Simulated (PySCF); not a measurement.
What does the PBE0-D3(BJ)/def2-SVP structure of InChI=1S/CH5BClN/c1-4-2-3/h2,4H,1H3 look like in three dimensions?

Z-matrix in Å and degrees, rows numbered from 1:
```
C 
N   1  1.4412
B   2  1.3860  1  126.49
Cl  3  1.7739  2  119.37  1   179.67
H   1  1.1029  2  111.81  3   119.87
H   1  1.0982  2  109.46  3     0.36
H   1  1.1030  2  111.79  3  -119.11
H   2  1.0150  1  115.10  3   179.75
H   3  1.2050  2  121.42  1    -0.24
```

The 4 heavy atoms lie in one plane (0.002 Å rms). Of the pairs four or more bonds apart, H6···H9 is among the closest relative to their van der Waals radii: 2.48 Å, 104 % of the sum of Bondi's values. B3 (three-coordinate boron) is planar (angles 121.4°, 119.4° and 119.2°, sum 360.0°, 0.00 Å off the plane of its three neighbours). N2 (boron-bound nitrogen) is planar (angles 126.5°, 118.4° and 115.1°, sum 360.0°, 0.00 Å off the plane of its three neighbours).

Level of theory: PBE0-D3(BJ)/def2-SVP geometry optimisation, gas phase in PySCF 2.14.0.

Point group: Cs (tolerance 0.08 Å). Whether it is a minimum is left open (no frequencies). One conformer, not necessarily the lowest (C1–N2–B3–Cl4 180°).

The run took 8.4 s of wall time on one thread of an x86-64 server, no GPU, shared host. This is the geometry optimisation.
